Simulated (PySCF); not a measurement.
SMILES C=CCc1ccccc1 (C9H10), GFN2-xTB optimised geometry. Atoms within 1.6 Å of the plane z = 0.0 Å (x, y, z in Å): C2 (-1.76, -2.29, -1.47), C3 (-1.48, -1.92, -0.04), C4 (-0.71, -0.63, 0.00), C5 (-1.38, 0.59, -0.01), C6 (-0.68, 1.78, -0.01), C7 (0.71, 1.77, 0.00), C8 (1.38, 0.56, 0.00), C9 (0.68, -0.63, 0.00), H10 (-3.86, -2.25, -1.40), H13 (-0.89, -2.72, 0.42), H14 (-2.42, -1.82, 0.50), H15 (-2.46, 0.60, -0.02), H16 (-1.21, 2.72, -0.01), H17 (1.25, 2.70, 0.00), H18 (2.46, 0.55, 0.00), H19 (1.21, -1.57, 0.00).

Calculation: PySCF 2.14.0 with B3LYP/def2-SVP. Cells within 0.4 Å of a nucleus heavier than hydrogen are left out (blank, or x).

Map of the electrostatic potential (hartree/e), clipped to [-0.08, 0.12] on the plane z = 0.0 Å:

```
|00000000000000000000000000000|
|00000000011100000110000000000|
|00000000111111111111110000000|
|00000001112211111221110000000|
|00000011235532113453211000000|
|00000011389983237998311000000|
|00000011499998679999411100000|
|00000111399999999999411100000|
|000011113899x999x999311110000|
|00011112399xxx9xxx99321111000|
|000112458999x999x999743211100|
|00112599999999999999999421100|
|0011289999xx99999xx9999721100|
|0011279999xx99999xx9999721100|
|00112489999999999999999421100|
|011112347999x999x999643211100|
|01111123599xxx9xx998321111000|
|11111235999999999998311110000|
|11112369999999999999411110000|
|111124999xx999679999411100000|
|111123799xx998447997311100000|
|11111237999999433443211100000|
|01111112699999322221111000000|
|00000001235995221111111000000|
|00000000012332211111110000000|
|00000000000111111111000000000|
|00000000000011111100000000000|
|00000000000000000000000000000|
|00000000000000000000000000000|
```
Scale: ten equal steps from -0.006 (start of '0') to 0.120 (end of '9'), in the order '0123456789'; x runs from -5.00 to 5.00, y from -5.00 (bottom) to 5.00 (top).
